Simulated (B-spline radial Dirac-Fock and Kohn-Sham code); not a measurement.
Eu³⁺ in Watson spheres of different radius

The computed values come from a radial B-spline solver: ΔSCF Dirac-Fock with Breit, self-energy and vacuum polarisation, finite nucleus, configuration average. The ion, [Xe] 4f6, sits in a hollow sphere of charge Q = -3, a simple model of the Madelung potential. Inside the sphere an electron's potential energy is raised by the constant 14.40·|Q|/R eV, so binding energies fall by about that much as long as the orbitals stay inside.

```
radius (Å)  14.40 |Q|/R (eV)  1s (eV)  2s (eV)  2p1/2 (eV)  2p3/2 (eV)  3s (eV)  3p1/2 (eV)  3p3/2 (eV)  3d3/2 (eV)  3d5/2 (eV)  4s (eV)  4p1/2 (eV)  4p3/2 (eV)  4d3/2 (eV)  4d5/2 (eV)  4f (eV)  5s (eV)  5p1/2 (eV)  5p3/2 (eV)
       1.6             27.00  48528.6   8069.8      7629.6      6989.2   1819.1      1629.9      1497.2      1173.7      1145.6    384.5       309.9       280.6       156.5       151.3    12.25    55.66       32.38       28.11
       1.8             24.00  48531.5   8072.7      7632.5      6992.1   1822.0      1632.8      1500.1      1176.6      1148.5    387.4       312.8       283.5       159.4       154.2    15.16    58.58       35.29       31.02
```

From the smallest to the largest radius 1s moves by +2.9 eV, while the constant potential alone would give +3.0 eV; the difference comes from charge outside the sphere and its screening.
